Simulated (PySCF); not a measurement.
SMILES CC#C/C(F)=C\OC, C$_{6}$H$_{7}$FO

Molfile (atoms numbered from 1):
```
C6H7FO
     RDKit          3D

 15 14  0  0  0  0  0  0  0  0999 V2000
    2.6901   -1.0191    0.0128 C   0  0  0  0  0  0  0  0  0  0  0  0
    1.5956   -0.0907    0.1580 C   0  0  0  0  0  0  0  0  0  0  0  0
    0.6369    0.6303    0.2679 C   0  0  0  0  0  0  0  0  0  0  0  0
   -0.3817    1.5918    0.4179 C   0  0  0  0  0  0  0  0  0  0  0  0
    0.0888    2.8601    0.6410 F   0  0  0  0  0  0  0  0  0  0  0  0
   -1.7143    1.4730    0.3793 C   0  0  0  0  0  0  0  0  0  0  0  0
   -2.4907    0.3901    0.1824 O   0  0  0  0  0  0  0  0  0  0  0  0
   -1.8664   -0.8567   -0.0242 C   0  0  0  0  0  0  0  0  0  0  0  0
    3.2365   -1.1023    0.9523 H   0  0  0  0  0  0  0  0  0  0  0  0
    2.3116   -2.0026   -0.2656 H   0  0  0  0  0  0  0  0  0  0  0  0
    3.3727   -0.6705   -0.7620 H   0  0  0  0  0  0  0  0  0  0  0  0
   -2.3156    2.3607    0.5218 H   0  0  0  0  0  0  0  0  0  0  0  0
   -2.6751   -1.5729   -0.1610 H   0  0  0  0  0  0  0  0  0  0  0  0
   -1.2329   -0.8392   -0.9148 H   0  0  0  0  0  0  0  0  0  0  0  0
   -1.2599   -1.1439    0.8385 H   0  0  0  0  0  0  0  0  0  0  0  0
  1  2  1  0
  2  3  3  0
  3  4  1  0
  4  5  1  0
  4  6  2  0
  6  7  1  0
  7  8  1  0
  1  9  1  0
  1 10  1  0
  1 11  1  0
  6 12  1  0
  8 13  1  0
  8 14  1  0
  8 15  1  0
M  END
```

Level of theory: PySCF, GIAO B3LYP/pcSseg-1 magnetisability, rotational g tensor and spin-rotation constants, non-relativistic, gas phase. Geometry: GFN2-xTB.

Task: Give the nuclear spin-rotation constants along the inertial axes (H = +C I·J) beside the isotropic shieldings.

Result: Rotational constants 2.5791, 1.4060, 0.9205 GHz. A star marks the isotopologue with that one atom substituted, in its own axes.
```
atom  isotope  Caa (kHz)  Cbb (kHz)  Ccc (kHz)  mean (kHz)  σ (ppm)
  F5      19F      1.795      1.072      0.804       1.224    336.4
  H9       1H     -0.202     -0.140     -0.010      -0.117     29.5
 H10       1H     -0.284      0.036     -0.101      -0.117     29.7
 H11       1H     -0.182     -0.123     -0.028      -0.111     29.5
 H12       1H      0.110     -0.047     -0.102      -0.013     24.7
 H13       1H     -0.188      0.034     -0.099      -0.084     27.9
 H14       1H     -0.152     -0.133      0.004      -0.094     27.6
 H15       1H     -0.152     -0.133      0.004      -0.094     27.6
  C1     13C*      0.318      0.182      0.121       0.207    176.2
  C2     13C*      0.403      0.432      0.347       0.394     77.9
  C3     13C*      0.138      0.453      0.321       0.304    104.3
  C4     13C*      0.919      0.573      0.222       0.572     41.1
  C6     13C*      0.998      0.631      0.206       0.611     29.3
  O7     17O*     -0.407     -0.241     -0.042      -0.230    243.1
  C8     13C*      0.509      0.287      0.212       0.336    122.0
```
For the geometry as given, no vibrational averaging.

Task: How do the rotational constants and the g tensor change when H9, H10, H11, H12, H13, H14, H15 are replaced by deuterium?

Result: Constants 2.3088, 1.2257, 0.8171 GHz; g -0.0163, -0.0072, -0.0064, against -0.0179, -0.0081, -0.0070 before.
